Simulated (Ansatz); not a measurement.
Ansatz (a quantum-chemistry and plane-wave program) input:

Ansatz 0.2 input:
```yaml
crystal:
  periodic: [false, false, false]
  atoms:
    - {symbol: Al, position_ang: [-0.00000000, -0.00000000, 0.00000000]}
    - {symbol: H, position_ang: [1.18628562, -0.23122513, 1.10967411]}
    - {symbol: H, position_ang: [-1.18184267, 0.93461622, 0.64950418]}
    - {symbol: H, position_ang: [-0.62889981, -1.45058930, -0.43862396]}
    - {symbol: H, position_ang: [0.62445686, 0.74719821, -1.32055432]}
basis:
  gaussian:
    orbitals: def2-TZVP
hamiltonian:
  xc: {name: wB97X-V}
total_charge: -1
relax: {f_tol: 0.003, max_steps: 100}
```

### Question
Which total energy does the run end on?

### Answer
-244.81071 Eh (wB97X-V/def2-TZVP). The basis has 61 functions.
